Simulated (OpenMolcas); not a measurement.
Ionisation energies of iron

| Item | Value |
| --- | --- |
| Program | OpenMolcas |
| Basis | ANO-RCC-VDZP [5s4p2d1f] |
| Scalar Hamiltonian | DKH2, point nucleus |
| Spin-orbit coupling | RASSI with atomic mean-field integrals over the reference wave functions, term energies averaged over their components |

Active shells in each charge state: the valence d shell, with orbitals averaged over the low states. Where CASPT2's correlated closed shells are named, they are those of the first ion.

A. CASSCF
B. SS-CASPT2, IPEA 0.25 Eh, imaginary shift 0.1 Eh (closed shells correlated: 3s 3p)
C. SS-CASPT2, IPEA 0 Eh, imaginary shift 0.1 Eh (closed shells correlated: 3s 3p)
D. SS-CASPT2, IPEA 0.25 Eh, imaginary shift 0.1 Eh (closed shells correlated: none)
E. SS-CASPT2, IPEA 0.25 Eh, imaginary shift 0.1 Eh (closed shells correlated: 2s 2p 3s 3p)

Energies in eV between the lowest computed levels, named as in B; reference values from the NIST Atomic Spectra Database with their kind.

```csv
From,To,A,B,C,D,E,Spin-orbit share in B,Reference
Fe2+ 3d⁶ ⁵D₄,Fe3+ 3d⁵ ⁶S_5/2,28.287,30.254,30.277,29.804,30.262,+0.054,30.651 (measured)
Fe3+ 3d⁵ ⁶S_5/2,Fe4+ 3d⁴ ⁵D₀,53.796,54.670,54.745,54.507,54.670,-0.102,54.910 (measured)
Fe4+ 3d⁴ ⁵D₀,Fe5+ 3d³ ⁴F_3/2,74.861,75.399,75.438,75.272,75.397,-0.043,75.000 (semi-empirical)
Fe5+ 3d³ ⁴F_3/2,Fe6+ 3d² ³F₂,99.455,99.734,99.775,99.656,99.723,-0.006,98.985 (measured)
Fe6+ 3d² ³F₂,Fe7+ 3d ²D_3/2,125.441,125.566,125.610,125.497,125.547,+0.035,124.967 (measured)
Fe7+ 3d ²D_3/2,Fe8+ 3p⁶ ¹S₀,150.642,150.824,150.863,150.642,150.770,+0.117,151.060 (measured)
```

Error against the reference values, in %:

```csv
From,Reference,A,B,C,D,E
Fe2+,measured,-7.7,-1.3,-1.2,-2.8,-1.3
Fe3+,measured,-2.0,-0.4,-0.3,-0.7,-0.4
Fe4+,semi-empirical,-0.2,+0.5,+0.6,+0.4,+0.5
Fe5+,measured,+0.5,+0.8,+0.8,+0.7,+0.7
Fe6+,measured,+0.4,+0.5,+0.5,+0.4,+0.5
Fe7+,measured,-0.3,-0.2,-0.1,-0.3,-0.2
```

Mean absolute error over the 5 measured values: A 0.97 eV, B 0.44 eV, C 0.43 eV, D 0.57 eV, E 0.45 eV.

The lowest level within the active space need not be the ion's true ground level.
